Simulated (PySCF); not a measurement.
C2HBCl2 (charge +1 and doublet state).
Numbering: `[CH+:1]=[C:2][B:3]([Cl:4])[Cl:5]` (hydrogens: H6 on C1)

Cartesian coordinates in Å at the PBE0-D3(BJ)/def2-SVP level; atoms count from 1:
```
atom  x, y, z in Å
C1     1.622   -0.173    0.166
C2     0.377   -0.189    0.063
B3    -1.129   -0.025   -0.098
Cl4   -1.167    1.705   -0.425
Cl5   -2.400   -1.123   -0.010
H6     2.704   -0.191    0.261
```

Method used: PySCF, UKS B3LYP, IGLO-III on B C Cl, pcH-1 on H, non-relativistic, mean-field spin-orbit, GIAO. Geometry: PBE0-D3(BJ)/def2-SVP; no solvent, vibrations or thermal averaging.

Output of the driver script. The program numbers atoms from 0.

```
UKS, coarse grid
  cycle   1  E = -1021.76150554  |g| = 2.49e-01
  cycle   2  E = -1021.70180087  |g| = 3.74e-01
  cycle   3  E = -1021.78369528  |g| = 1.19e-01
  cycle   4  E = -1021.78838891  |g| = 7.37e-02
  cycle   5  E = -1021.79169870  |g| = 1.33e-02
  cycle   6  E = -1021.79180223  |g| = 6.81e-03
  cycle   7  E = -1021.79182613  |g| = 3.06e-03
  cycle   8  E = -1021.79183511  |g| = 1.69e-03
  cycle   9  E = -1021.79183834  |g| = 5.31e-04
UKS, final grid
  cycle   1  E = -1021.79183550  |g| = 4.70e-04
  cycle   2  E = -1021.79183562  |g| = 6.05e-04
  cycle   3  E = -1021.79183582  |g| = 2.17e-04
  cycle   4  E = -1021.79183587  |g| = 1.57e-04
  cycle   5  E = -1021.79183593  |g| = 6.57e-05
  cycle   6  E = -1021.79183594  |g| = 2.86e-05
E = -1021.79183594 Eh   <S^2> = 0.7564 (exact 0.7500)
g shifts (ppm)      1          2          3
  rmc          -214       -214       -214
  gc             23         55         20
  oz_so        1493       6683      30962
  total        1346       6524      30813
hyperfine (MHz)  atom isotope    a_iso     a_fc   dipolar eigenvalues
    0   13C      29.45      29.45    -44.00    -42.25     86.25
    1   13C      12.75      12.75    -30.49    -18.77     49.26
    2   11B     -10.18     -10.18     -3.27      0.83      2.44
    3  35Cl      18.20      18.20    -65.47    -64.09    129.55
    4  35Cl      -1.55      -1.55     -2.33     -1.92      4.25
    5    1H     -44.76     -44.76    -19.91     -5.38     25.29
```

Task: The SCF converged. Which of these numbers needs a check, and why?

Result: The largest g shift is +0.031, past the limit of 0.03 at which the run flags a species of elements up to argon. The orbital-Zeeman/spin–orbit term is second order, a sum of spin–orbit matrix elements over excitation energies, so it grows and becomes less reliable as an excited state comes close; a shift of this size calls for a check with another method. The contact and dipolar couplings don't rest on that expansion, but they belong to the state that the SCF found, and a close-lying state with the spin in another orbital would have other couplings; no stability test was run. The run left out the spin–orbit part of the hyperfine coupling.

Task: Where is the spin in this solution (atoms counted from 1)?

Result: Largest spin populations (Mulliken): C1 (+0.50), Cl4 (+0.35) and C2 (+0.19). Three atoms exceed +0.15. ⟨S²⟩ = 0.7564 against the exact 0.7500, so spin contamination is small. C2, the radical centre as drawn in `[CH+]=[C]B(Cl)Cl`, holds a spin population of +0.19 out of 1.

Task: Average a_iso over equivalent nuclei, turn it into first-order splittings with g = 2.0023, and give the multiplets for abundant isotopes (0.05 mT or more).

Result: 
```tsv
nuclei (from 1)	isotope	I	position	a_iso (MHz)	|a| (mT)	splits into
H6	1H	1/2	1 bond from C1	-44.8	1.60	1:1 doublet
Cl4	35Cl	3/2	a main spin site	18.2	0.65	1:1:1:1 quartet
B3	11B	3/2	1 bond from Cl4	-10.2	0.36	1:1:1:1 quartet
Cl5	35Cl	3/2	2 bonds from Cl4	-1.5	0.06	1:1:1:1 quartet
```

Cl4 and Cl5 aren't averaged: B3 is flat or nearly so (angle sum 360°), and its turn about the short B3–C2 bond (1.52 Å) is taken as slow. Main isotope only: 35Cl (natural samples also hold 24 % 37Cl, magnetic too, which adds its own pattern) and 11B (natural samples also hold 20 % 10B, magnetic too, which adds its own pattern). Main spin sites, with 60 % or more of the largest population: C1, Cl4; positions count bonds from the nearest.
